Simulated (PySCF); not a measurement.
C4H6OSe. Atoms are numbered in the order given.

```xyz
12

C      2.4967     0.0578     0.0383
C      1.3737    -0.6697    -0.0565
O      1.1240    -1.9436     0.4264
C     -0.2625    -1.8802    -0.0176
C     -0.0128    -0.4850    -0.6346
Se    -0.9655     1.0816     0.0861
H      2.5240     1.0660    -0.3949
H      3.3855    -0.3404     0.5467
H     -0.5014    -2.6952    -0.7331
H     -0.9663    -1.8973     0.8400
H     -0.0513    -0.4456    -1.7398
H     -2.1261     0.9502    -0.8359
```

Geometry: PBE-D3(BJ)/def2-SVP. The structure was generated by enumeration; whether it is a known compound was not checked. The values are those of a single conformer.

Method: PySCF 2.14.0 with PBE-D3(BJ)/def2-SVP.

Frequencies are harmonic and unscaled.

Computed normal modes with their intensities:
```csv
mode,ν (cm⁻¹),IR (km/mol),moving atoms (share of kinetic energy)
1,98,2.4,"O 48 %, C 26 %, H 21 %"
2,130,1.1,"C 55 %, Se 24 %, H 20 %"
3,195,7.2,H 90 %
4,269,0.7,"C 46 %, H 29 %, Se 18 %"
5,375,0.4,"C 49 %, H 38 %, O 11 %"
6,445,0.6,"C 58 %, H 21 %, Se 12 %, O 9 %"
7,622,4.8,"C 55 %, H 40 %"
8,680,1.0,H 88 %
9,716,2.0,"C 62 %, H 28 %, O 9 %"
10,764,30.8,"H 73 %, C 25 %"
11,769,18.7,"H 65 %, C 30 %"
12,868,10.2,"H 50 %, C 30 %, O 19 %"
13,931,2.8,"C 48 %, H 44 %"
14,958,14.3,"H 57 %, C 32 %, O 11 %"
15,986,105.8,"C 47 %, O 43 %, H 9 %"
16,1035,7.7,"C 66 %, H 23 %, O 11 %"
17,1115,0.7,"H 87 %, C 9 %"
18,1125,15.9,"H 71 %, C 28 %"
19,1168,34.6,"H 58 %, C 40 %"
20,1190,35.4,"H 49 %, C 47 %"
21,1307,14.1,"H 48 %, C 44 %, O 8 %"
22,1337,0.2,"H 86 %, C 14 %"
23,1434,2.1,"H 91 %, C 9 %"
24,1717,146.4,C 94 %
25,2338,31.5,H 99 %
26,2980,47.9,H 95 %
27,3043,1.6,"H 91 %, C 9 %"
28,3053,14.2,"H 90 %, C 10 %"
29,3108,1.9,H 95 %
30,3216,0.2,"H 89 %, C 11 %"
```
